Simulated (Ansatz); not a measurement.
Species: C6H11, net charge -1, singlet state. It need not be the lowest isomer of its formula. Whether it binds its extra electron was not tested at this geometry. 
Coordinates optimised at B3LYP-D3(BJ)/def2-TZVP (Ansatz, a quantum-chemistry and plane-wave program):
```xyz
17

C      2.5396    -0.1553    -0.0040
C      1.2356    -0.5896    -0.2149
C      0.0439     0.1213    -0.2576
C      0.0667     1.6133    -0.1286
C     -1.2768    -0.5557    -0.4154
C     -2.1664    -0.5989     0.8478
H      3.3713    -0.8463    -0.0713
H      2.7743     0.8779     0.2260
H      1.1262    -1.6670    -0.3804
H     -0.8712     2.0620    -0.4861
H      0.8898     2.0494    -0.7191
H      0.2188     1.9913     0.9009
H     -1.8902    -0.0773    -1.2073
H     -1.1142    -1.5905    -0.7448
H     -2.3584     0.4130     1.2169
H     -1.6619    -1.1490     1.6471
H     -3.1405    -1.0749     0.6539
```
Charge -1, spin multiplicity 1.

Total electronic energies in hartree. Cores are frozen in the correlated levels unless marked. No spin-orbit coupling. Non-relativistic. CBS(X,Y): correlation extrapolated as X^-3; Hartree-Fock from the larger set. [CCSD(T)-MP2]/basis is that difference in the basis named.

```json
[
 {"level": "RI-HF/cc-pVTZ", "program": "Ansatz", "energy (Eh)": "-233.60062"},
 {"level": "BHLYP/def2-TZVPD", "program": "Ansatz", "energy (Eh)": "-235.13763"},
 {"level": "CAM-B3LYP-D3(BJ)/def2-TZVPD", "program": "Ansatz + dftd3", "energy (Eh)": "-235.16720"},
 {"level": "MP2/cc-pVDZ", "program": "Ansatz", "energy (Eh)": "-234.39786"},
 {"level": "MP2/aug-cc-pVTZ", "program": "Ansatz", "energy (Eh)": "-234.68852"},
 {"level": "SCS-MP2/6-31G*", "program": "Ansatz", "energy (Eh)": "-234.28786"},
 {"level": "SCS-MP2/aug-cc-pVTZ", "program": "Ansatz", "energy (Eh)": "-234.68852"},
 {"level": "SCS-MP2/cc-pVTZ", "program": "Ansatz", "energy (Eh)": "-234.65913"},
 {"level": "RI-MP2/CBS(aug-cc-pVTZ,aug-cc-pVQZ)+[CCSD(T)-MP2]/aug-cc-pVTZ", "program": "Ansatz", "energy (Eh)": "-234.8964"}
]
```

Totals of different functionals don't rank their quality; only differences between species are comparable.
